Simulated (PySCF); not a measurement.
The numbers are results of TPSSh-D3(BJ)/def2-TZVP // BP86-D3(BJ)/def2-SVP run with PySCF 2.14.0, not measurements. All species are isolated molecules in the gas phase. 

Reference species: [Zn(Cl)2] (neutral, multiplicity 1).

- coordination number = 2
- charge on the central atom (Mulliken) = 0.62 e

Changed species: [Zn(Cl)(H)] (1 of 2 Cl replaced by H; the reference has 0 of 2 Cl replaced by H).

**Question.** Give the shifts of the coordination number and charge on the central atom (Mulliken).

**Answer.** the coordination number is nearly the same; the charge on the central atom (Mulliken) drops by 0.27 e, to 0.35 e.
